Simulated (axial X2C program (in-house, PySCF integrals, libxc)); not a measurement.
How long does BeZn take?

A bond scan computed with an in-house relativistic program for diatomic molecules. Basis: Zn dyall-cv3z [9s10p6d3f2g], Be dyall-cv3z [8s8p3d1f] (cores contracted in-house).

Input:
```json
{
 "zs": [
  30,
  4
 ],
 "q": 0,
 "bas": [
  "dyall-cv3z",
  "dyall-cv3z"
 ],
 "levels": [
  "PBE0",
  "HF",
  "r2SCAN0"
 ],
 "cc": true,
 "r0": 2.2,
 "thr": -2.0,
 "nmax": 90,
 "npts": 10,
 "nst": 2,
 "ntry": 6
}
```
```bash
python so2c.py task.json out
```

Keys: zs atomic numbers; q charge; bas basis sets; levels methods; cc coupled cluster on or off; r0 starting distance in Å; thr threshold in hartree for freezing inner shells (an s shell follows its p shell); nmax most natural virtual spinors; npts points on the curve; nst determinants followed; ntry starts of the search. HF also brings MP2.

Hardware: 1 thread of Arm Neoverse V1, with other jobs on the host.

Wall time of one point of each curve, integrals apart:

```csv
Hamiltonian,level,points,seconds a point
spin-free,PBE0,10,0.17
spin-free,HF,10,0.085
spin-free,"CCSD(T) (14 electrons, 90 virtuals)",7,5.9
spin-free,r2SCAN0,10,0.33
2c,PBE0,10,0.2
2c,HF,10,0.12
2c,"CCSD(T) (14 electrons, 90 virtuals)",7,5.8
2c,r2SCAN0,10,0.37
```

The rest:

Search with its distance optimisation 12 s, atoms 7.5 s, whole task 120 s. Coupled cluster runs on the points near the minimum only. The program drops outer points, and coupled cluster, when its time limit (not in the input) nears; MP2, further determinants and curves that did not converge are not in the table.
